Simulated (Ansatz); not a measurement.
Abridged output of a molecular run in Ansatz:

```
Functional definition: HF
1640 factors; integrals over basis functions are off by at most 6.9e-4 eV
mean field evaluation 1: about -38893.5526 eV, gradient 3.1e1 eV
mean field evaluation 2: about -38893.8722 eV, gradient 3.1e1 eV
mean field evaluation 4: about -38896.6642 eV, gradient 3.6e0 eV
mean field evaluation 8: about -38896.7423 eV, gradient 2.6e-1 eV
mean field evaluation 16: about -38896.7426 eV, gradient 1.9e-6 eV
mean field -38896.74262138 eV, -1429.4289261767 hartree, gradient 1.9e-6 eV, S^2 0.000000; 0 other end points of the search recorded, 0 dependent functions left out
21 core orbitals not correlated: weight in the atoms' cores, before any rotation towards them, 1.000 or more for the frozen orbitals, at most 0.000 for the correlated occupied ones
reference -38896.74262138 eV, -1429.4289261767 hartree; 16, 16 occupied and 246, 246 virtual orbitals, 1640 factors
second order -21.90292744 eV of doubles, -0.00000000 eV of singles
cycle   1  -23.09499648 eV  change    -1.2e0 eV  update   1.1e-1
cycle   2  -23.71007490 eV  change   -6.2e-1 eV  update   3.4e-2
cycle   3  -23.83616931 eV  change   -1.3e-1 eV  update   1.7e-2
cycle   4  -23.82486773 eV  change    1.1e-2 eV  update   4.1e-3
cycle   5  -23.82170133 eV  change    3.2e-3 eV  update   1.6e-3
cycle   6  -23.82204427 eV  change   -3.4e-4 eV  update   4.9e-4
cycle   7  -23.82181397 eV  change    2.3e-4 eV  update   1.6e-4
cycle   8  -23.82177144 eV  change    4.3e-5 eV  update   4.9e-5
cycle   9  -23.82180290 eV  change   -3.1e-5 eV  update   2.0e-5
perturbative correction -0.84160357 eV, -0.0309283607 hartree
Total energy: -38921.40602785 eV, -1430.3352896468 hartree
```

Its atoms:

```xyz
11

F     0.109   -2.206   -0.890
Si    0.515   -0.689   -0.523
Si    0.604   -0.424    1.806
Si   -1.043    0.794   -1.459
Cl   -0.435    2.655   -0.795
H     1.848   -0.418   -1.128
H     1.490   -1.456    2.406
H    -0.759   -0.551    2.386
H     1.144    0.927    2.108
H    -2.423    0.558   -0.967
H    -1.050    0.812   -2.943
```

**Question.** Which basis set was used?
A. def2-TZVPP
B. def2-QZVPP
C. def2-SVPD
D. cc-pV(Q+d)Z

**Answer.** A. It gives 283 functions.

**Question.** Write the keys of the input that set method, charge and spin (a neutral closed shell needs none for the last two).

**Answer.** 
```yaml
correlation: {method: ccsd_t}
```
